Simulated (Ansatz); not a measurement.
Input file for Ansatz (a program for electronic structure): R-PBE0/def2-TZVPP on C2H6FIn (SMILES C[CH2][InH][F]), a point of a torsion scan. Elements past Kr take the def2 small-core potentials; no spin–orbit coupling.

Ansatz 0.2 input:
```yaml
crystal:
  periodic: [false, false, false]
  atoms:
    - {symbol: C, position_ang: [-0.99489598, 0.23358292, -0.63742605]}
    - {symbol: C, position_ang: [-0.60229674, -0.07712994, 0.79309219]}
    - {symbol: In, position_ang: [1.60700442, 0.04751029, 1.21839953]}
    - {symbol: F, position_ang: [2.07865668, -1.22066878, 2.66058289]}
    - {symbol: H, position_ang: [-0.52926475, -0.46251559, -1.33497911]}
    - {symbol: H, position_ang: [-2.07804464, 0.15393316, -0.74882719]}
    - {symbol: H, position_ang: [-0.70366772, 1.24609319, -0.91566343]}
    - {symbol: H, position_ang: [-1.08505245, 0.59671700, 1.50138524]}
    - {symbol: H, position_ang: [-0.82449988, -1.10852560, 1.07260567]}
    - {symbol: H, position_ang: [3.07538364, 0.83382941, 0.71230692]}
basis:
  gaussian:
    orbitals: def2-TZVPP
hamiltonian:
  xc: {name: PBE0}
scf: {lower_state_search: off}
```

It printed:

```
WARN ansatz: RAYON_NUM_THREADS=1 ignored (pool sized by the plan → 1); use --threads N
Functional definition: PBE0
these checks for a lower state are left out or cut short: stability, starts, cluster_reference, orbital_swaps, neighbouring_geometries, increment
integrals: 0.14 GiB planned
1351 factors; their error is unknown
mean field: 1.22 GiB planned
mean field evaluation 1: about -10048.4009 eV, gradient 7.3e1 eV
mean field evaluation 2: about -10025.7220 eV, gradient 1.3e2 eV
mean field evaluation 4: about -10059.6219 eV, gradient 9.2e0 eV
mean field evaluation 8: about -10059.7854 eV, gradient 1.9e-1 eV
mean field evaluation 16: about -10059.8313 eV, gradient 1.3e-4 eV
mean field -10059.83130839 eV, -369.6919817847 hartree, gradient 1.1e-6 eV, S^2 0.000000; 0 other end points of the search recorded, 0 dependent functions left out
reference -10059.83135340 eV, -369.6919834389 hartree; 24, 24 occupied and 203, 203 virtual orbitals, 1351 factors
Total energy: -10059.83135340 eV, -369.6919834389 hartree
Checks for a lower state left out: stability, starts, cluster_reference, orbital_swaps, neighbouring_geometries, increment
```

The calculation finished and met its thresholds.

Cost: around 4 core-seconds (rough).
